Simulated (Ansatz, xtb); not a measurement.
## C3H6N2Si: which of two isomers lies lower

Structure a is `[SiH3]c1c[nH]cn1`, a singlet and structure b is `[SiH3]n1ccnc1`, a singlet. Both are isolated molecules in the gas phase, relaxed with r2SCAN-D4/def2-SVP.

a (Å):

```xyz
12

C     0.9467    0.5199   -0.0643
C     2.0230   -0.2355   -0.5038
C     0.8856   -1.3314    1.0387
N     1.9696   -1.4087    0.2070
N     0.2514   -0.1920    0.9025
Si    0.4064    2.2238   -0.5979
H     1.3561    2.7175   -1.6429
H     0.4159    3.1785    0.5504
H    -0.9714    2.1988   -1.1736
H     2.7998   -0.0418   -1.2415
H     2.6155   -2.1865    0.1280
H     0.6163   -2.1423    1.7178
```

b (Å):

```xyz
12

C     2.0160   -0.3820   -0.6426
C     2.2690   -1.4547    0.1812
C     0.7390   -0.3262    1.1512
N     1.0203    0.3578   -0.0171
N     1.4659   -1.4062    1.2943
Si    0.2667    1.8613   -0.5948
H    -0.7280    2.2366    0.4438
H     1.3067    2.9157   -0.7472
H    -0.3939    1.6186   -1.9068
H     2.4428   -0.0799   -1.5983
H     2.9888   -2.2597    0.0293
H    -0.0173    0.0316    1.8530
```

Estimate which is lower in electronic energy at CCSD(T)/def2-SVP + ΔMP2/def2-TZVPP, and by roughly how much.

The CCSD(T)/def2-SVP + ΔMP2/def2-TZVPP calculation puts structure b lower, by 10.4 kcal/mol.

Level by level:

```json
{"level": "GFN2-xTB", "geometry": "GFN2-xTB", "E(b) − E(a) (kcal/mol)": "−22.8", "departure from the last row (kcal/mol)": "−12.4", "job, with rough time for the two": "optimisation, 0.11 s"}
{"level": "HF/STO-3G", "geometry": "GFN2-xTB", "E(b) − E(a) (kcal/mol)": "−14.5", "departure from the last row (kcal/mol)": "−4.1", "job, with rough time for the two": "single point, 0.3 s"}
{"level": "r2SCAN-D4/def2-SVP//GFN2-xTB", "geometry": "GFN2-xTB", "E(b) − E(a) (kcal/mol)": "−6.8", "departure from the last row (kcal/mol)": "+3.6", "job, with rough time for the two": "single point, 2.4 s"}
{"level": "r2SCAN-D4/def2-SVP", "geometry": "r2SCAN-D4/def2-SVP", "E(b) − E(a) (kcal/mol)": "−7.5", "departure from the last row (kcal/mol)": "+2.9", "job, with rough time for the two": "optimisation, 20 s"}
{"level": "HF/def2-SVP", "geometry": "r2SCAN-D4/def2-SVP", "E(b) − E(a) (kcal/mol)": "−9.9", "departure from the last row (kcal/mol)": "+0.5", "job, with rough time for the two": "part of the CCSD(T) run"}
{"level": "MP2/def2-SVP", "geometry": "r2SCAN-D4/def2-SVP", "E(b) − E(a) (kcal/mol)": "−8.8", "departure from the last row (kcal/mol)": "+1.6", "job, with rough time for the two": "part of the CCSD(T) run"}
{"level": "CCSD(T)/def2-SVP", "geometry": "r2SCAN-D4/def2-SVP", "E(b) − E(a) (kcal/mol)": "−8.9", "departure from the last row (kcal/mol)": "+1.5", "job, with rough time for the two": "single point"}
{"level": "CCSD(T)/def2-SVP + ΔMP2/def2-TZVPP", "geometry": "r2SCAN-D4/def2-SVP", "E(b) − E(a) (kcal/mol)": "−10.4", "departure from the last row (kcal/mol)": "", "job, with rough time for the two": "single point, 22 s"}
```

As drawn, b has 1 N–Si, 1 C–H in place of 1 C–Si, 1 N–H.

None of the levels shown reverses the order. The largest departure from CCSD(T)/def2-SVP + ΔMP2/def2-TZVPP is that of GFN2-xTB, 12.4 kcal/mol. The last row adds to CCSD(T) the change of the MP2 difference between the two basis sets, here −1.5 kcal/mol.

With thermal terms from frequencies at re-optimised GFN2-xTB minima (ideal gas, soft modes damped towards free rotors, one conformer each, 298.15 K, 1 atm): on the last row, ΔE + ΔZPE = −10.1, ΔH = −10.2, ΔG = −10.1 kcal/mol.

The correlated steps freeze 10 core orbitals. Run with Ansatz 0.2.0, xtb 6.7.1; the last row on 2 threads of Intel(R) Xeon(R) 6975P-C (Granite Rapids) on a shared host.
